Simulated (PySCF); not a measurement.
# Dipole response of Cl⁺ (chlorine, charge +1)

[Ne] 3s2 3p3 3d1, high-spin 5D determinant (an excited configuration). Calculation: PySCF 2.14, in aug-cc-pVQZ-DK (7s6p4d3f2g, 84 functions); the spin-free X2C one-electron Hamiltonian (Gaussian nucleus). Coupled (time-dependent) response in atomic units; α is the mean over directions.

| method | mean α (bohr³) | α xx, yy, zz | C₆ (like pair) | S(−4) |
| --- | --- | --- | --- | --- |
| UHF | 27.51 | 36.60, 36.60, 9.350 | 103.6 | 3256 |
| PBE | 37.46 | 51.37, 51.37, 9.635 | 128.3 | 8851 |
| PBE0 | 33.06 | 44.83, 44.83, 9.503 | 117.9 | 5881 |

S(−4) is the Cauchy moment in α(ω) = α(0) + S(−4) ω² + …

α(iu) at PBE:

```json
{"u (hartree)": "0", "α(iu) (bohr³)": "37.46"}
{"u (hartree)": "0.0500", "α(iu) (bohr³)": "25.28"}
{"u (hartree)": "0.100", "α(iu) (bohr³)": "16.60"}
{"u (hartree)": "0.200", "α(iu) (bohr³)": "11.47"}
{"u (hartree)": "0.300", "α(iu) (bohr³)": "9.457"}
{"u (hartree)": "0.500", "α(iu) (bohr³)": "6.892"}
{"u (hartree)": "0.750", "α(iu) (bohr³)": "4.748"}
{"u (hartree)": "1.00", "α(iu) (bohr³)": "3.370"}
{"u (hartree)": "1.50", "α(iu) (bohr³)": "1.888"}
{"u (hartree)": "2.00", "α(iu) (bohr³)": "1.192"}
{"u (hartree)": "3.00", "α(iu) (bohr³)": "0.6026"}
{"u (hartree)": "5.00", "α(iu) (bohr³)": "0.2519"}
```

For an ion, C₆ is the dispersion term alone; charge-induced terms of lower order in 1/R come first.

The components differ because the open shell of this determinant is not spherical; for a pure term their mean is the scalar polarisability.

The outer electron is Rydberg-like, and this basis confines it to a smaller radius and binds it less than a complete one would.
